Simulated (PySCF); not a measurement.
C₄H₇FSi, SMILES C[Si@H]1C=C[C@H]1F.

Geometry: TPSSh-D3(BJ)/def2-SVP. The structure was generated by enumeration; whether it is a known compound was not checked.

Two levels are set side by side: TDA-PBE/def2-SVPD (PySCF) and TDA-LC-ωPBE/def2-SVPD (PySCF). Vertical, same geometry. The lowest singlet is HOMO→LUMO 91 % with PBE and HOMO→LUMO 65 %, HOMO−1→LUMO 18 %, HOMO−2→LUMO 10 % with the other functional; states are paired by order. Differences are taken from unrounded values.

```json
[
 {"quantity": "lowest singlet excitation (eV)", "TDA-LC-ωPBE": "6.36"},
 {"quantity": "lowest triplet excitation (TDA) (eV)", "TDA-LC-ωPBE": "4.14"},
 {"quantity": "first bright state (f over 0.05) (eV)", "TDA-LC-ωPBE": "7.41"},
 {"quantity": "its oscillator strength", "TDA-LC-ωPBE": "0.08"}
]
```

Q: What does TDA-PBE give, and how far is it from TDA-LC-ωPBE? (An estimate is asked for; the answer gives what the named calculation found.)

A: 
```csv
quantity,TDA-PBE,TDA-PBE minus TDA-LC-ωPBE
lowest singlet excitation (eV),4.96,-1.40
lowest triplet excitation (TDA) (eV),4.29,0.15
first bright state (f over 0.05) (eV),7.18,-0.24
its oscillator strength,0.09,0.01
```

Functionals without exact exchange tend to place singlet excitations lower, as here. Differences between two approximate levels are no errors against the true value.

Rough cost on one machine, each run with all the roots and properties that it gave: TDA-LC-ωPBE against TDA-PBE about 3 times.
